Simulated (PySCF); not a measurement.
**Magnetic susceptibility: SMILES O=S(=O)(Cl)C1CCC1, C4H7ClO2S**

Molfile (atoms numbered from 1):
```
C4H7ClO2S
     RDKit          3D

 15 15  0  0  0  0  0  0  0  0999 V2000
    1.3067   -0.9194    1.4892 O   0  0  0  0  0  0  0  0  0  0  0  0
    1.6899   -0.4777    0.1887 S   0  0  0  0  0  6  0  0  0  0  0  0
    2.4128   -1.3751   -0.6531 O   0  0  0  0  0  0  0  0  0  0  0  0
    2.8762    1.1585    0.4599 Cl  0  0  0  0  0  0  0  0  0  0  0  0
    0.2962    0.2457   -0.7014 C   0  0  0  0  0  0  0  0  0  0  0  0
   -0.4876    1.1267    0.2560 C   0  0  0  0  0  0  0  0  0  0  0  0
   -1.4417   -0.0519    0.5175 C   0  0  0  0  0  0  0  0  0  0  0  0
   -0.8137   -0.7991   -0.6718 C   0  0  0  0  0  0  0  0  0  0  0  0
    0.6883    0.6253   -1.6381 H   0  0  0  0  0  0  0  0  0  0  0  0
    0.0831    1.4809    1.1119 H   0  0  0  0  0  0  0  0  0  0  0  0
   -0.9635    1.9743   -0.2337 H   0  0  0  0  0  0  0  0  0  0  0  0
   -1.2464   -0.5420    1.4672 H   0  0  0  0  0  0  0  0  0  0  0  0
   -2.5025    0.1685    0.4306 H   0  0  0  0  0  0  0  0  0  0  0  0
   -0.4707   -1.8135   -0.4769 H   0  0  0  0  0  0  0  0  0  0  0  0
   -1.4314   -0.7933   -1.5680 H   0  0  0  0  0  0  0  0  0  0  0  0
  1  2  2  0
  2  3  2  0
  2  4  1  0
  2  5  1  0
  5  6  1  0
  6  7  1  0
  7  8  1  0
  8  5  1  0
  5  9  1  0
  6 10  1  0
  6 11  1  0
  7 12  1  0
  7 13  1  0
  8 14  1  0
  8 15  1  0
M  END
```

Method: PySCF 2.14.0, GIAO KT3/pcSseg-1 magnetisability, rotational g tensor and spin-rotation constants, non-relativistic, gas phase. Geometry: GFN2-xTB.

(1) How diamagnetic is it, and how anisotropic?

(2) Split it along the inertial axes a, b, c into diamagnetic and paramagnetic parts about the centre of mass, with the quadrupole moment.

(3) And the rotational g tensor?

## Answers

(1) Isotropic -1286 × 10⁻³⁰ J/T², or -77.5 × 10⁻⁶ cm³/mol; principal values -1457, -1313, -1089 × 10⁻³⁰ J/T², anisotropy 322 × 10⁻³⁰ J/T² (root of half the summed squared differences of the principal values). The susceptibility is in cgs units.

(2) 
```
axis  χ (10⁻⁶ cm³/mol)  diamagnetic (10⁻⁶ cm³/mol)  paramagnetic (10⁻⁶ cm³/mol)  summed x² of all electrons (Å²)  quadrupole Θ (D Å)
   a             -79.6                      -570.4                        490.8                            201.1               +4.39
   b             -80.5                     -1063.6                        983.1                             84.8               -2.94
   c             -72.3                     -1212.8                       1140.5                             49.6               -1.45
```
Anisotropies 2χaa − χbb − χcc = -6.5 and 2χbb − χaa − χcc = -9.1 × 10⁻⁶ cm³/mol. Θ is traceless in Buckingham's convention.

(3) 
| axis | rotational constant (GHz) | g | nuclear part | electronic part |
| --- | --- | --- | --- | --- |
| a | 2.5655 | -0.0375 | 0.5540 | -0.5915 |
| b | 1.2267 | -0.0150 | 0.5516 | -0.5666 |
| c | 1.0535 | -0.0174 | 0.5471 | -0.5645 |

Asymmetric top; isotopes 12C, 35Cl, 1H, 16O, 32S; no vibrational averaging.
